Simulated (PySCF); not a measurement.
PySCF input (HF/def2-TZVPD):

```python
from pyscf import gto, scf, dft

mol = gto.M(
    atom='''
    In   -0.00000000   -0.00000000   -0.67617906
    Cl    0.00000000    0.00000000    1.94898670
    ''',
    basis='def2-tzvpd',
    ecp='def2-tzvp',
    charge=-1,
    spin=1,
    symmetry='C2v',
    verbose=4,
)

mf = scf.UHF(mol).density_fit(auxbasis='def2-universal-jkfit')
mf.conv_tol = 1e-9
mf.max_cycle = 100
mf.max_memory = 1500
mf.kernel()
if not mf.converged:
    mf = mf.newton()
    mf.kernel(mf.make_rdm1())
mf.analyze()
```

Output:

```
ECP def2-tzvp not found for  Cl
PySCF version 2.14.0

[INPUT] verbose = 4
[INPUT] num. atoms = 2
[INPUT] num. electrons = 39
[INPUT] charge = -1
[INPUT] spin (= nelec alpha-beta = 2S) = 1
[INPUT] symmetry C2v subgroup None
[INPUT] Mole.unit = angstrom
[INPUT] Symbol           X                Y                Z      unit          X                Y                Z       unit  Magmom
[INPUT]  1 In     0.000000000000   0.000000000000  -0.676179060000 AA    0.000000000000   0.000000000000  -1.277793234566 Bohr   0.0
[INPUT]  2 Cl     0.000000000000   0.000000000000   1.948986700000 AA    0.000000000000   0.000000000000   3.683051083420 Bohr   0.0

nuclear repulsion = 71.9635564264102
point group symmetry = Coov, use subgroup C2v
symmetry origin: [ 0.00000000e+00  0.00000000e+00 -1.14528852e-09]
symmetry axis x: [1. 0. 0.]
symmetry axis y: [0. 1. 0.]
symmetry axis z: [0. 0. 1.]
num. orbitals of irrep A1 = 44
num. orbitals of irrep A2 = 10
num. orbitals of irrep B1 = 24
num. orbitals of irrep B2 = 24
number of shells = 34
number of NR pGTOs = 169
number of NR cGTOs = 102
basis = def2-tzvpd
ecp = def2-tzvp

******** <class 'pyscf.df.df_jk.DFSymAdaptedUHF'> ********
method = DFSymAdaptedUHF
initial guess = minao
damping factor = 0
level_shift factor = 0
DIIS = <class 'pyscf.scf.diis.CDIIS'>
diis_start_cycle = 1
diis_space = 8
diis_damp = 0
SCF conv_tol = 1e-09
SCF conv_tol_grad = None
SCF max_cycles = 100
direct_scf = False
number electrons alpha = 20  beta = 19
Freeze 0 electrons in irreps []
    39 free electrons in irreps A1 A2 B1 B2
Set gradient conv threshold to 3.16228e-05
******** <class 'pyscf.df.df.DF'> ********
auxbasis = def2-universal-jkfit
init E= -615.399550958449
alpha HOMO (B1) = -0.355708804623212  LUMO (B2) = -0.355708804623212
beta  HOMO (A1) = -0.656770296059719  LUMO (B2) = -0.355708804623212

WARN: HOMO -0.355708804623212 >= LUMO -0.355708804623212

WARN: alpha-B1 HOMO -0.355708804623212 > system LUMO -0.355708804623212

WARN: alpha-B2 LUMO -0.355708804623212 < system HOMO -0.355708804623212

WARN: beta-B1 LUMO -0.355708804623212 < system HOMO -0.355708804623212
[...]
beta  HOMO (A1) = -0.14861787010409  LUMO (B2) = 0.170655571576193
  HOMO = -0.0209433484637  LUMO = 0.162860571067  gap/eV = 5.00156
Extra cycle  E= -648.815060012236  delta_E= -1.26e-11  |g|= 1.64e-06  |ddm|= 9.29e-06
converged SCF energy = -648.815060012236  <S^2> = 0.76786801  2S+1 = 2.0177889
**** SCF Summaries ****
Total Energy =                        -648.815060012236358
Nuclear Repulsion Energy =              71.963556426410193
One-electron Energy =                -1122.108671247614438
Two-electron Energy =                  401.330054808967930
Two-electron Coulomb Energy =          444.909087391159858
DFT Exchange-Correlation Energy =      -43.579032582191928
HOMO-LUMO gap [eV] =                     5.001559406348652
Wave-function symmetry = B1
alpha occupancy for each irrep:     A1   A2   B1   B2
                                    10    1    5    4
beta  occupancy for each irrep:     A1   A2   B1   B2
                                    10    1    4    4
**** MO energy ****
alpha MO #1 (A1 #1), energy= -104.591147637687 occ= 1
alpha MO #2 (A1 #2), energy= -10.3190105028956 occ= 1
alpha MO #3 (B1 #1), energy= -7.78552359723316 occ= 1
alpha MO #4 (A1 #3), energy= -7.78529722978628 occ= 1
alpha MO #5 (B2 #1), energy= -7.78502748547865 occ= 1
alpha MO #6 (A1 #4), energy= -5.19185635699061 occ= 1
alpha MO #7 (B2 #2), energy= -3.44777535535241 occ= 1
alpha MO #8 (B1 #2), energy= -3.44457825427793 occ= 1
alpha MO #9 (A1 #5), energy= -3.44370765333282 occ= 1
alpha MO #10 (A1 #6), energy= -0.851350227832307 occ= 1
alpha MO #11 (B2 #3), energy= -0.831775794491871 occ= 1
alpha MO #12 (A1 #7), energy= -0.830622010501294 occ= 1
alpha MO #13 (A2 #1), energy= -0.830486838541759 occ= 1
alpha MO #14 (B1 #3), energy= -0.826154148804918 occ= 1
alpha MO #15 (A1 #8), energy= -0.811915063547366 occ= 1
alpha MO #16 (A1 #9), energy= -0.308201985442295 occ= 1
alpha MO #17 (B1 #4), energy= -0.243820810378311 occ= 1
alpha MO #18 (B2 #4), energy= -0.239604412167619 occ= 1
alpha MO #19 (A1 #10), energy= -0.177109948097225 occ= 1
alpha MO #20 (B1 #5), energy= -0.0209433484636943 occ= 1
alpha MO #21 (B2 #5), energy= 0.162860571067364 occ= 0
alpha MO #22 (A1 #11), energy= 0.166651299147913 occ= 0
alpha MO #23 (A1 #12), energy= 0.180545841561656 occ= 0
alpha MO #24 (A1 #13), energy= 0.209879040796918 occ= 0
alpha MO #25 (A2 #2), energy= 0.213650757911401 occ= 0
alpha MO #26 (A1 #14), energy= 0.214173142530449 occ= 0
alpha MO #27 (B1 #6), energy= 0.2317316254774 occ= 0
alpha MO #28 (B2 #6), energy= 0.2357734350724 occ= 0
alpha MO #29 (B1 #7), energy= 0.245440074166932 occ= 0
alpha MO #30 (B2 #7), energy= 0.246899622408308 occ= 0
alpha MO #31 (A1 #15), energy= 0.265104941219399 occ= 0
alpha MO #32 (B1 #8), energy= 0.292531903345995 occ= 0
alpha MO #33 (B2 #8), energy= 0.308357829159987 occ= 0
alpha MO #34 (A1 #16), energy= 0.345449956663583 occ= 0
alpha MO #35 (A1 #17), energy= 0.440449460432433 occ= 0
alpha MO #36 (A2 #3), energy= 0.461315116533633 occ= 0
alpha MO #37 (A1 #18), energy= 0.461789702573542 occ= 0
alpha MO #38 (B1 #9), energy= 0.489795316241978 occ= 0
alpha MO #39 (B2 #9), energy= 0.493648215590794 occ= 0
alpha MO #40 (A1 #19), energy= 0.495287485401883 occ= 0
alpha MO #41 (A2 #4), energy= 0.497769728236319 occ= 0
alpha MO #42 (A1 #20), energy= 0.499099826840846 occ= 0
alpha MO #43 (A1 #21), energy= 0.564614625526231 occ= 0
alpha MO #44 (B2 #10), energy= 0.579130516966255 occ= 0
alpha MO #45 (B1 #10), energy= 0.579142776052602 occ= 0
alpha MO #46 (A1 #22), energy= 0.612095332504681 occ= 0
alpha MO #47 (B2 #11), energy= 0.829765756727183 occ= 0
alpha MO #48 (B1 #11), energy= 0.830986709647383 occ= 0
alpha MO #49 (A1 #23), energy= 0.863475373621569 occ= 0
alpha MO #50 (B2 #12), energy= 0.882406623502811 occ= 0
alpha MO #51 (B1 #12), energy= 0.883904694328412 occ= 0
alpha MO #52 (B2 #13), energy= 1.00099240407017 occ= 0
alpha MO #53 (B1 #13), energy= 1.00371569691773 occ= 0
alpha MO #54 (A1 #24), energy= 1.02114730711468 occ= 0
alpha MO #55 (A2 #5), energy= 1.02117677785269 occ= 0
alpha MO #56 (A1 #25), energy= 1.02559443271403 occ= 0
alpha MO #57 (B1 #14), energy= 1.05575340235224 occ= 0
alpha MO #58 (B2 #14), energy= 1.05575384406445 occ= 0
alpha MO #59 (A1 #26), energy= 1.08190158349866 occ= 0
alpha MO #60 (A2 #6), energy= 1.08204367635994 occ= 0
alpha MO #61 (A1 #27), energy= 1.10437304397076 occ= 0
alpha MO #62 (B2 #15), energy= 1.22737988328709 occ= 0
alpha MO #63 (B1 #15), energy= 1.23309433068242 occ= 0
alpha MO #64 (A1 #28), energy= 1.29034647227377 occ= 0
alpha MO #65 (A1 #29), energy= 1.42006087139914 occ= 0
alpha MO #66 (A2 #7), energy= 1.4308268484126 occ= 0
alpha MO #67 (A1 #30), energy= 1.43111162987144 occ= 0
alpha MO #68 (B2 #16), energy= 1.45390280871067 occ= 0
alpha MO #69 (B1 #16), energy= 1.45877922659332 occ= 0
alpha MO #70 (A1 #31), energy= 1.65682453370594 occ= 0
alpha MO #71 (A2 #8), energy= 2.48455982508132 occ= 0
alpha MO #72 (A1 #32), energy= 2.48456058808727 occ= 0
alpha MO #73 (B2 #17), energy= 2.525571926938 occ= 0
alpha MO #74 (B1 #17), energy= 2.5277368478211 occ= 0
alpha MO #75 (A1 #33), energy= 2.56750981697186 occ= 0
alpha MO #76 (B2 #18), energy= 2.5955113734552 occ= 0
alpha MO #77 (B1 #18), energy= 2.5999590216516 occ= 0
alpha MO #78 (A1 #34), energy= 2.60089975591691 occ= 0
alpha MO #79 (A2 #9), energy= 2.60092823030475 occ= 0
alpha MO #80 (B2 #19), energy= 2.63597790679724 occ= 0
alpha MO #81 (B1 #19), energy= 2.63597959159096 occ= 0
alpha MO #82 (B2 #20), energy= 2.66059333416673 occ= 0
alpha MO #83 (B1 #20), energy= 2.66059601643299 occ= 0
alpha MO #84 (A1 #35), energy= 2.71277306796595 occ= 0
alpha MO #85 (A2 #10), energy= 2.71296944546983 occ= 0
alpha MO #86 (A1 #36), energy= 2.78721993384283 occ= 0
alpha MO #87 (B2 #21), energy= 2.85407157555761 occ= 0
alpha MO #88 (B1 #21), energy= 2.85690857529336 occ= 0
alpha MO #89 (A1 #37), energy= 2.87173874951122 occ= 0
alpha MO #90 (B2 #22), energy= 2.87858121136569 occ= 0
alpha MO #91 (B1 #22), energy= 2.88355301730622 occ= 0
alpha MO #92 (A1 #38), energy= 3.07578825601077 occ= 0
alpha MO #93 (A1 #39), energy= 3.41541901311263 occ= 0
alpha MO #94 (B2 #23), energy= 11.7686720678109 occ= 0
alpha MO #95 (B1 #23), energy= 11.7690550318748 occ= 0
alpha MO #96 (A1 #40), energy= 11.9445971830123 occ= 0
alpha MO #97 (A1 #41), energy= 26.010765326095 occ= 0
alpha MO #98 (A1 #42), energy= 38.4616674250223 occ= 0
alpha MO #99 (B2 #24), energy= 39.5520241554655 occ= 0
alpha MO #100 (B1 #24), energy= 39.5536621721968 occ= 0
alpha MO #101 (A1 #43), energy= 39.6249198723608 occ= 0
alpha MO #102 (A1 #44), energy= 125.791838278809 occ= 0
[...]
```
